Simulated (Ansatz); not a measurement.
`[SiH3][SiH2]CC=S` from Hartree–Fock to CCSD(T)

```xyz
13

Si   -1.936   -0.679   -0.219
Si   -0.395    1.029    0.211
C     1.322    0.314    0.658
C     1.847   -0.403   -0.511
S     1.581   -1.957   -0.866
H    -1.668   -1.356   -1.513
H    -1.918   -1.673    0.886
H    -3.289   -0.059   -0.280
H    -0.842    1.858    1.365
H    -0.247    1.921   -0.971
H     1.164   -0.358    1.504
H     1.961    1.153    0.948
H     2.421    0.209   -1.211
```

Total charge 0; spin multiplicity 1. The geometry is a stationary point of PBE0-D4/def2-TZVP. It is one conformer, not always the lowest. Frozen core, restricted reference, Ansatz. CBS rows extrapolate triple and quadruple zeta; past MP2 they add the triple-zeta difference.

```tsv
basis	HF (Eh)	MP2 corr.	CCSD corr.	(T)	CCSD(T) total
def2-TZVPP	-1055.82364	-0.75866	?	?	?
def2-QZVPP	-1055.85622	-0.81298	–	–	–
CBS(def2)	-1055.86070	?	?	as TZ	?
```

Fill in the withheld values. (Best estimate.)

Ansatz gave: def2-TZVPP CCSD corr.: -0.82861; def2-TZVPP (T): -0.03812; def2-TZVPP CCSD(T) total: -1056.69037; CBS(def2) MP2 corr.: -0.85323; CBS(def2) CCSD corr.: -0.92318; CBS(def2) CCSD(T) total: -1056.82200.
